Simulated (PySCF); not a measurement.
**Excitation energy of Sr by level of theory**

Sr [Kr] 5s2 (1S) → Sr [Kr] 4d2 (3F), as a difference of total energies. Calculation: PySCF 2.14, in x2c-QZVPPall (13s8p7d3f2g, 111 functions); the spin-free X2C one-electron Hamiltonian (Gaussian nucleus). Correlated levels: valence: [Kr] frozen; valence and next inner shell: [Ar] 3d10 frozen. The calculations carry no spin-orbit coupling.

| method | excitation energy (eV) |
| --- | --- |
| UHF | 4.397 |
| LDA | 4.184 |
| PBE | 3.866 |
| PBE0 | 3.999 |
| r2SCAN | 3.653 |
| PBEsol | 3.900 |
| BHandHLYP | 4.398 |
| B97-3 | 4.303 |
| MP2 (valence) | 4.777 |
| SCS-MP2 (valence) | 4.972 |
| MP2 (valence and next inner shell) | 4.810 |
| SCS-MP2 (valence and next inner shell) | 4.983 |

Task: How much does correlation contribute at MP2 (valence and next inner shell)?

Result: 4.810 − (4.397) = 0.413 eV, measured against UHF.

A first-order spin-orbit estimate (lowest level to lowest level, LS coupling) adds -0.020 eV.
